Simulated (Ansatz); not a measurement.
The cation of C$_{3}$H$_{6}$FGaO (`C[C]1(F)C[O][GaH]1`) at the neutral geometry.

```yaml
crystal:
  periodic: [false, false, false]
  atoms:
    - {symbol: C, position_ang: [-0.862716, -1.017391, 0.743268]}
    - {symbol: C, position_ang: [-0.440391, 0.219590, 0.003963]}
    - {symbol: F, position_ang: [-1.591005, 0.896306, -0.404458]}
    - {symbol: C, position_ang: [0.524756, 0.002120, -1.178787]}
    - {symbol: O, position_ang: [1.701086, 0.743726, -0.867108]}
    - {symbol: Ga, position_ang: [1.031601, 1.428432, 0.683724]}
    - {symbol: H, position_ang: [0.011507, -1.582353, 1.077133]}
    - {symbol: H, position_ang: [-1.456383, -1.665801, 0.088851]}
    - {symbol: H, position_ang: [-1.466761, -0.769161, 1.617491]}
    - {symbol: H, position_ang: [0.059766, 0.367597, -2.101556]}
    - {symbol: H, position_ang: [0.773232, -1.058786, -1.309747]}
    - {symbol: H, position_ang: [1.715307, 2.435733, 1.647227]}
basis:
  gaussian: {orbitals: def2-TZVPP}
total_charge: 1
magnetization: {spin_polarized: true, initial_magnetization: 1}
hamiltonian: {xc: {name: wB97M-V}}
```

```sh
$ ansatz run in.yaml --threads 2 --pin off --events-out ev --progress --plain --max-ram 32768MiB --backend cuda --devices 0, --max-vram 18GiB
```

Shortened log:

```
Functional definition: wB97M-V
1604 factors; their error is unknown
378 factors; integrals over basis functions are off by at most 6.5e-6 eV
mean field evaluation 1: about -60323.6984 eV, gradient 6.0e1 eV
mean field evaluation 2: about -60289.6188 eV, gradient 1.1e2 eV
mean field evaluation 4: about -60338.1447 eV, gradient 6.2e0 eV
mean field evaluation 8: about -60338.3692 eV, gradient 2.7e-1 eV
mean field evaluation 16: about -60338.4766 eV, gradient 4.3e-2 eV
mean field evaluation 32: about -60338.4771 eV, gradient 5.2e-4 eV
mean field -60338.47707163 eV, -2217.3981334936 hartree, gradient 3.4e-5 eV, S^2 0.754114; 4 other end points of the search recorded, 0 dependent functions left out
reference -60338.47712275 eV, -2217.3981353725 hartree; 36, 35 occupied and 251, 252 virtual orbitals, 1604 factors
Total energy: -60338.47712275 eV, -2217.3981353725 hartree
```

Run time 29 s (2 threads of an AMD EPYC 7R13 on a shared host and a share of an NVIDIA H100 80 GB); peak host memory 1.1 GiB.
